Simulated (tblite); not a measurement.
Species: C4H10ClFSi2.
Structure used (GFN2-xTB), in Å, numbered top down from 1:
```
atom  x, y, z in Å
F1    -2.3641   -2.0623    0.4503
C2    -1.5957   -1.1369   -0.2733
Si3   -2.4483    0.5735   -0.0880
Si4    0.2204   -1.2979    0.3322
Cl5    0.9546   -3.1086   -0.1751
C6     1.2518    0.0457   -0.4856
C7     1.3134    1.4212    0.1209
C8     2.5108    0.5353    0.1764
H9    -1.6743   -1.4712   -1.3142
H10   -1.7466    1.4986   -0.9770
H11   -3.8493    0.4212   -0.4752
H12   -2.3427    0.9930    1.3088
H13    0.2275   -1.1834    1.7898
H14    1.2882    0.0222   -1.5695
H15    0.7667    1.6014    1.0338
H16    1.3331    2.2719   -0.5438
H17    2.7887    0.1078    1.1277
H18    3.3569    0.7750   -0.4501
```

All values are computed: GFN2-xTB (tblite) harmonic vibrations without scaling, gas phase. The method is semi-empirical: single wavenumbers can be off by several per cent or more. Modes of hydrogen on silicon can be 10 to 20 % off. One conformer, not necessarily the lowest.

Harmonic wavenumbers (cm⁻¹): 27.7, 36.1, 77.6, 105.3, 123.2, 139.1, 165.0, 238.6, 276.5, 287.7, 292.5, 483.9, 524.6, 549.3, 626.5, 636.7, 667.2, 691.2, 757.3, 776.4, 781.7, 808.3, 817.4, 846.0, 960.9, 976.5, 1003.5, 1026.0, 1069.5, 1074.4, 1075.0, 1101.9, 1156.4, 1243.6, 1254.5, 1348.8, 1448.4, 1490.2, 2259.9, 2277.9, 2282.3, 2288.8, 2897.6, 3023.9, 3084.7, 3087.5, 3089.9, 3105.4.

A = 1217, B = 958.5, C = 566.9 MHz; mass 167.999 u (most abundant isotopes); point group C1, symmetry number 1.

What is the zero-point energy?

½Σν̃ = 27182 cm⁻¹ = 77.72 kcal/mol.

Give the ideal-gas entropy at 200 K and 1 bar in the rigid-rotor, harmonic-oscillator model (classical rotation).

Translation 39.31, rotation 29.37, vibration 26.97: S = 95.7 cal/(mol K).

And Cp and H(200 K) − H(0)?

Cp = 32.62 cal/(mol K), of which vibrations give 24.67 (their classical limit is 48 R = 95.4); H(200 K) − H(0) = 4.29 kcal/mol without the zero-point energy, 2.70 from vibrations.

How do the functions run with temperature in this model?

| T (K) | S (cal/(mol K)) | Cp (cal/(mol K)) | H − H(0) (kcal/mol) | G − H(0) (kcal/mol) | ln q(vib) |
| --- | --- | --- | --- | --- | --- |
| 50 | 63.9 | 15.9 | 0.58 | -2.61 | 1.26 |
| 100 | 77.0 | 22.3 | 1.55 | -6.15 | 3.18 |
| 298.15 | 110.7 | 43.3 | 8.02 | -24.98 | 10.00 |
| 373.15 | 121.2 | 50.7 | 11.55 | -33.68 | 12.36 |
| 500 | 137.5 | 60.7 | 18.65 | -50.10 | 16.20 |
| 750 | 164.8 | 73.8 | 35.59 | -88.01 | 23.21 |
| 1000 | 187.2 | 82.0 | 55.14 | -132.11 | 29.48 |

q(vib) and H(0) count from the zero-point level.

Blend soft modes into free rotors: weight 1/[1 + (100 cm⁻¹/ν̃)⁴] for the oscillator and the rest for a rotor with moment μB/(μ + B), μ = h/(8π²ν), B = 10⁻⁴⁴ kg m². What vibrational entropy results?

23.98 cal/(mol K) in place of 26.97, which changes −T·S at 200 K by +0.60 kcal/mol.

Hindered rotation and anharmonicity are outside this model. Other conformers, if any are populated, would add a mixing term that is left out. The structure is chiral; the term R ln 2 for an equal mix with its mirror image is left out.
